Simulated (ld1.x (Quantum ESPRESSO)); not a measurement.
## Logarithmic derivatives: Nd, PAW

```json
{"Element": "Nd (Z = 60)", "Generator": "ld1.x (Quantum ESPRESSO) 7.5", "Type": "PAW", "Functional": "PBE", "Relativity": "fully relativistic", "Frozen core": "[Kr] 4d10", "Valence charge": "14", "Reference configuration": "4f4 5s2 5p6 5d0.5 6s1.5 6p0", "Partial waves": "5s (bound): rcut 1.90, rcutus 2.05 bohr; 6s (bound): rcut 1.90, rcutus 2.05 bohr; 5p (bound): rcut 2.30, rcutus 2.95 bohr; 6p (bound, empty): rcut 2.30, rcutus 2.95 bohr; 5d (bound): rcut 2.15, rcutus 2.50 bohr; 5d channel at 1.85 Ry: rcut 2.15, rcutus 2.50 bohr; 4f (bound): rcut 1.20, rcutus 1.55 bohr; 4f channel at 1.9 Ry: rcut 1.20, rcutus 1.55 bohr", "Local potential": "all-electron potential smoothed inside 2.15 bohr (lloc = -1)", "Core correction": "Bessel-smoothed model core, default radius (core density twice the valence density)", "Augmentation charge": "BG, radius 1.10 bohr"}
```

Open shells are filled in proportion to 2j + 1 (rel_dist='average').

The phase is arctan(r·u′/u) with u = r·R(r), unwrapped; energies in Ry, scanned from -5 to 5 Ry. A pole is an energy at which the radial function vanishes at the test radius. The pseudo phase is shifted by a multiple of π to meet the all-electron one at the reference energy, and phase errors are pseudo minus all-electron; the curves can meet again beyond the range given. Levels narrower than the energy grid can be missing from the lists of poles.

Q: For each channel, where are the poles, and over which energies does the pseudopotential scatter like the atom?

A:

| channel | radius (bohr) | reference energy (Ry) | poles, all-electron | poles, pseudo | unbroken range about the reference energy with phases within 0.05 rad | phase error 1 Ry above the reference energy (rad) |
| --- | --- | --- | --- | --- | --- | --- |
| s | 3.20 | -0.24 | -2.88, 2.16 | -2.88, 2.10 | below 3.3 | -0.002 |
| p1/2 | 3.20 | -0.09 | -1.62, 3.09 | -1.62, 2.54 | -1.8 to 0.5 | -0.154 |
| p3/2 | 3.20 | -0.08 | -1.36, 3.37 | -1.36, 2.87 | -3.3 to 0.7 | -0.126 |
| d3/2 | 3.20 | -0.12 | 0.56 | 0.56 | below 3.4 | +0.000 |
| d5/2 | 3.20 | -0.11 | 0.60 | 0.60 | the whole range | -0.000 |
| f5/2 | 3.20 | -0.10 | -0.06, 3.01 | -0.06, 3.01 | the whole range | +0.000 |
| f7/2 | 3.20 | -0.07 | -0.03, 3.02 | -0.03, 3.02 | the whole range | +0.000 |

The ghost test of this file was not conclusive.

Phases in the f7/2 channel:

```
E (Ry)  all-electron  pseudo
 -5.00         1.438   1.438
 -4.48         1.431   1.431
 -3.96         1.423   1.423
 -3.44         1.414   1.414
 -2.92         1.403   1.403
 -2.40         1.389   1.389
 -1.88         1.370   1.370
 -1.36         1.345   1.345
 -0.84         1.303   1.303
 -0.32         1.190   1.190
  0.20        -1.857  -1.857
  0.72        -2.088  -2.088
  1.24        -2.821  -2.821
  1.76        -4.186  -4.186
  2.28        -4.543  -4.543
  2.80        -4.674  -4.674
  3.32        -4.757  -4.756
  3.84        -4.835  -4.834
  4.36        -4.952  -4.949
  4.88        -5.280  -5.258
```
